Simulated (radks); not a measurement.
Values are calculated unless marked as measured or tabulated.
Task: The gold ion Au3+, configuration [Xe] 4f14 5d8. Code: a radial shooting solver on a logarithmic mesh with Libxc functionals. Model: Dirac Kohn-Sham, LDA (Slater exchange, Perdew-Wang correlation), spin-unpolarised, spherical densities, point nucleus; open shells are shared between the two j in proportion to 2j + 1; speed of light set to 171.295 atomic units (1.25 times the physical value, a model run). Some entries of the table are withheld. Estimate them.

| orbital | occ. | eigenvalue (Ry) | <r^2> (bohr^2) |
|---|---|---|---|
| 1s1/2 | 2 | -5699.990 | 0.0004297 |
| 2s1/2 | 2 | -985.9958 | 0.006561 |
| 2p1/2 | 2 | (1) | 0.004721 |
| 2p3/2 | 4 | (2) | 0.005478 |
| 3s1/2 | 2 | -234.0719 | 0.04183 |
| 3p1/2 | 2 | -216.0959 | 0.03827 |
| 3p3/2 | 4 | -198.7883 | 0.04231 |
| 3d3/2 | 4 | -167.3980 | 0.03249 |
| 3d5/2 | 6 | -163.3300 | 0.03360 |
| 4s1/2 | 2 | -52.29496 | 0.2020 |
| 4p1/2 | 2 | -44.59446 | 0.2064 |
| 4p3/2 | 4 | -40.46353 | 0.2271 |
| 4d3/2 | 4 | -27.23763 | 0.2395 |
| 4d5/2 | 6 | -26.39323 | 0.2470 |
| 5s1/2 | 2 | -9.89699 | 1.034 |
| 4f5/2 | 6 | -9.13416 | 0.2921 |
| 4f7/2 | 8 | -8.94975 | 0.2973 |
| 5p1/2 | 2 | -7.39629 | (3) |
| 5p3/2 | 4 | -6.67835 | (4) |
| 5d3/2 | 3.2 | -3.08501 | 2.306 |
| 5d5/2 | 4.8 | -2.99676 | 2.399 |

Result: 
(1) 2p1/2 eigenvalue (Ry): -946.8678
(2) 2p3/2 eigenvalue (Ry): -867.9702
(3) 5p1/2 <r^2> (bohr^2): 1.213
(4) 5p3/2 <r^2> (bohr^2): 1.353
